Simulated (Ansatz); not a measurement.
Isolated molecules relaxed with PBE0-D4/def2-TZVP in Ansatz; ΔE leaves out vibrations. CBS: MP2 limit from def2 TZ/QZ plus the TZ coupled-cluster correction, frozen cores. This one scheme is used for every species. DFT in def2-TZVPP. def2 core potentials past Kr. For Sn outer-core shells are correlated without core-valence functions, which leaves a few kJ/mol of doubt a bond.

`[CH3][Sn]([F])([F])[F]` + SiH₄ → `[CH3][Sn]([F])([F])[SiH3]` + H–F  (formal exchange of groups at the Sn–F bond)

| level | ΔE (kcal/mol) |
| --- | --- |
| r2SCAN-D4 | 6.7 |
| PBE0-D4 | 3.0 |
| ωB97X-V | 7.6 |
| ωB97M-V | 6.7 |
| B2PLYP | 7.6 |
| PBE | 4.4 |
| PBE0 | 4.0 |
| HF/def2-QZVPP | 12.4 |

What does CCSD(T)/CBS give? (An estimate is asked.)

Computed: +5.4 kcal/mol. The listed levels differ from it by 1.3, -2.4, 2.2, 1.3, 2.2, -1.0, -1.4, 7.0 kcal/mol.

Largest T1 diagnostic among the species: 0.014.

In def2-TZVPP, CCSD(T) changes the Hartree–Fock value by −5.5 kcal/mol (the triples alone add −0.2 kcal/mol) and MP2 by −6.0 kcal/mol. The D4 term adds −1.6 kcal/mol with B3LYP and −0.9 kcal/mol with PBE0; it sums over pairs of atoms, weighted by their polarisabilities, and B3LYP, whose exchange is more repulsive, gets the larger term.

B3LYP here is the variant with VWN-RPA as its local correlation; programs differ in this.
